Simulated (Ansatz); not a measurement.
A run for Ansatz (a program for electronic structure): R-wB97M-V/def2-TZVPP on BH3Se (SMILES B[SeH]), a point of a torsion scan.

Ansatz 0.2 input:
```yaml
crystal:
  periodic: [false, false, false]
  atoms:
    - {symbol: B, position_ang: [-0.62298832, -0.02549508, 0.03550754]}
    - {symbol: Se, position_ang: [1.08923423, -0.69151624, 0.42377236]}
    - {symbol: H, position_ang: [-1.46507424, -0.78776331, -0.23339628]}
    - {symbol: H, position_ang: [-0.87396275, 1.09284800, 0.25831044]}
    - {symbol: H, position_ang: [1.54521464, 0.33643408, 1.33037649]}
basis:
  gaussian:
    orbitals: def2-TZVPP
hamiltonian:
  xc: {name: wB97M-V}
scf: {lower_state_search: off}
```

The head of its log:

```
WARN ansatz: RAYON_NUM_THREADS=1 ignored (pool sized by the plan → 1); use --threads N
Functional definition: wB97M-V
these checks for a lower state are left out or cut short: stability, starts, cluster_reference, orbital_swaps, neighbouring_geometries, increment
integrals: 0.05 GiB planned
741 factors; their error is unknown
integrals: 0.08 GiB planned
168 factors; integrals over basis functions are off by at most 1.2e-5 eV
mean field: 0.50 GiB planned
mean field evaluation 1: about -66069.7699 eV, gradient 1.4e1 eV
mean field evaluation 2: about -66070.2156 eV, gradient 7.9e0 eV
```

Predict the final total energy.

-2428.0503 hartree.
